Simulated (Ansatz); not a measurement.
Start from `O=C[CH2][GeH3]` and change one atom or group to get `O=CCS`.

Ansatz, PBE0-D4/def2-TZVP geometries, multiplicity 1. Each molecule was computed in one conformer, which needn't be the lowest.

Scalar relativity is left out up to krypton.

```
                                          property  `O=C[CH2][GeH3]`
                HOMO energy (PBE0/def2-TZVPP) / eV             -7.43
               HOMO energy (B3LYP/def2-TZVPP) / eV             -7.20
    size of the dipole moment (PBE/def2-TZVPP) / D              2.74
             HOMO energy (ωB97M-V/def2-TZVPP) / eV             -9.83
  size of the dipole moment (B3LYP/def2-TZVPP) / D              2.89
size of the dipole moment (ωB97M-V/def2-TZVPP) / D              2.88
```

Question: Give the same properties after the change, and the shifts. (An estimate is asked.)

Answer: The calculation gave: 
| property | `O=CCS` | shift |
| --- | --- | --- |
| HOMO energy (PBE0/def2-TZVPP) / eV | -7.01 | 0.42 |
| HOMO energy (B3LYP/def2-TZVPP) / eV | -6.77 | 0.43 |
| size of the dipole moment (PBE/def2-TZVPP) / D | 2.56 | -0.18 |
| HOMO energy (ωB97M-V/def2-TZVPP) / eV | -9.25 | 0.58 |
| size of the dipole moment (B3LYP/def2-TZVPP) / D | 2.67 | -0.22 |
| size of the dipole moment (ωB97M-V/def2-TZVPP) / D | 2.66 | -0.22 |

With PBE0 the HOMO rises by 0.42 eV and the LUMO falls by 0.24 eV, so the gap narrows by about 0.66 eV. PBE moves the HOMO by 0.08 eV and ωB97M-V by 0.58 eV. Dipoles are sizes alone; their direction can turn.

B3LYP here is the variant with VWN-RPA as its local correlation; programs differ in this.
